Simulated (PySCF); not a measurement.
CH9FSi3.
Cartesian coordinates in Å at the GFN2-xTB level; atoms count from 1:
```xyz
14
CH9FSi3 angstrom
F     -1.0620   -1.4685    1.6743
Si    -1.1786   -1.3755    0.0690
C     -0.0305    0.0133   -0.5053
Si    -0.6063    1.7215    0.1153
Si     1.7925   -0.3402   -0.0700
H     -2.5924   -1.1121   -0.1694
H     -0.7732   -2.6945   -0.4001
H     -0.0903    0.0411   -1.5972
H     -1.9863    1.9600   -0.3260
H      0.2532    2.7585   -0.4656
H     -0.5398    1.7913    1.5740
H      1.9768   -0.3989    1.3789
H      2.1978   -1.6165   -0.6717
H      2.6385    0.7199   -0.6285
```

Method used: TDDFT CAM-B3LYP/def2-SVPD, vertical, gas phase, core orbitals frozen in the response (PySCF).

Transition dipole moments from the ground state, in atomic units and in the frame of the coordinates above (overall signs are arbitrary), for the states with f of 0.002 or more among the lowest 7:

```
state  E (eV)      μx      μy     μz
   S1   7.547  -0.300  -0.405  0.198
   S2   7.600  -0.172   0.011  0.052
   S3   8.002   0.086   0.246  0.064
   S4   8.030  -0.375   0.236  0.006
   S5   8.383  -0.218   0.168  0.021
   S6   8.617   0.217   0.391  0.063
   S7   8.627  -0.182   0.029  0.003
```

(1) What oscillator strength does each state have?

(2) Which bond between heavy atoms lies closest to the direction of the S1 transition dipole?

(3) What angle do the transition dipoles of S5 and S6 make?

(4) How is the summed strength of these states shared among x, y and z?

## Answers

(1) f = (2/3) ΔE |μ|² with ΔE in hartree (27.2114 eV).

| state | \|μ\|² (au) | \|μ\| (D) | f |
| --- | --- | --- | --- |
| S1 | 0.293 | 1.38 | 0.054 |
| S2 | 0.032 | 0.46 | 0.006 |
| S3 | 0.072 | 0.68 | 0.014 |
| S4 | 0.196 | 1.13 | 0.039 |
| S5 | 0.076 | 0.70 | 0.016 |
| S6 | 0.204 | 1.15 | 0.043 |
| S7 | 0.034 | 0.47 | 0.007 |

(2) Si2–C3, at 5° from it; next C3–Si4 at 67°.

(3) |cos θ| = |μa·μb| / (|μa| |μb|) = 0.16, so θ ≈ 81° (taken between 0 and 90°, since the signs are arbitrary).

(4) (2/3) Σ ΔE μα² gives 0.078 for x, 0.091 for y and 0.009 for z, 0.179 in all.

One conformer stands for the species.

Without π bonds the low states may be Rydberg-like; a valence basis with one diffuse set may place them up to an eV too high.
